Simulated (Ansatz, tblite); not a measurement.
Cost and result up the ladder for the cluster LaF₃ (the lowest singlet isomer of a short search) (4 atoms). Charge 0, multiplicity 1. Geometry: r2SCAN-D4/def2-TZVP.

```xyz
4

La    0.115    0.304    0.259
F     1.633    0.268   -1.263
F     0.070   -1.470    1.473
F    -1.819    0.898   -0.469
```

Ansatz on 4 threads of Arm Neoverse V1 on a shared host; xTB runs through tblite on one thread. Times are rough, summed over both states, and most runs start from the orbitals of an earlier one. RPA@PBE/def2-TZVP serves as the yardstick here, not as an exact answer. The other state is a quintet at its own geometry.

In the def2 sets La takes a core potential; there is no spin–orbit coupling. The xTB rows come from tblite. B3LYP takes the VWN-RPA correlation. HSE06 is defined as in plane-wave codes, on full-range PBE exchange. Correlated methods freeze 3 core orbitals; core or outer-core shells of La are correlated, in sets that lack core-valence functions. In the quintet, F2 and F4 lie 1.96 Å apart (atoms count from 1), so these atoms are partly bonded to each other. The structure comes from a short search, and lower isomers may exist.

Run but left out: LDA (SPW92)/def2-TZVP (quintet: an occupied level 0.02 eV above an empty one).

Correlated methods converge slowly with the basis.

xTB has no spin-polarisation term.

```tsv
level	functions	wall time	quintet − singlet (eV)	difference from RPA@PBE/def2-TZVP (eV)
GFN2-xTB	21	0.007 s	7.34	-3.64
GFN1-xTB	21	0.011 s	6.94	-4.04
B3LYP-D4/def2-TZVP (with forces)	133	7.9 s	12.36	1.38
HSE06-D4/def2-TZVP	133	8.2 s	12.38	1.40
RPA@PBE/def2-TZVP	133	11 s	10.98	0.00
```
